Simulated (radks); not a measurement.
Q: Excited configurations of Au II: one electron is placed in a higher orbital outside [Xe] 4f14 5d9. The ground configuration is [Xe] 4f14 5d10. Calculated with a radial shooting solver on a logarithmic mesh with Libxc functionals: scalar-relativistic Kohn-Sham, PBE, spin-unpolarised, spherical densities, finite nucleus; Fermi nuclear charge, rms radius 5.4371 fm. Excitation = E - E(ground); binding = E(ion) - E, where the ion is the core of charge +2; n* = 2/sqrt(2 binding) in atomic units, and the quantum defect is n - n*.

outer orbital  excitation (eV)  binding (eV)     n*  quantum defect  eigenvalue (eV)  <r> (bohr)
5f                      17.668         3.541  3.921           1.079           -2.491       8.509
6p                       9.817        11.392  2.186           3.814           -8.276       3.434
6d                      15.548         5.661  3.101           2.899           -4.073       5.971
6f                      18.798         2.411  4.752           1.248           -1.808       14.42
7s                      14.169         7.040  2.780           4.220           -5.534       6.043
7p                      15.875         5.334  3.194           3.806           -4.161       7.535
7d                      17.812         3.397  4.003           2.997           -2.605       11.11
7f                      19.484         1.725  5.617           1.383           -1.347       21.70

Estimate the row for 6s.

A: excitation (eV) 2.725; binding (eV) 18.484; n* 1.716; quantum defect 4.284; eigenvalue (eV) -14.340; <r> (bohr) 2.571. The Delta-SCF ionisation energy is 21.209 eV (NIST Atomic Spectra Database: 20.20 eV, measured). Self-interaction in the functional shifts the binding energies and quantum defects, so they are the method's values and not measured ones. Spin polarisation and multiplet splitting are left out, so open shells lie too high by an amount that depends on their filling. Spin-orbit splitting is averaged out at the scalar-relativistic level.

Beside tabulated values, note that spin-unpolarised runs miss the spin-polarisation part of the exchange energy of open shells.
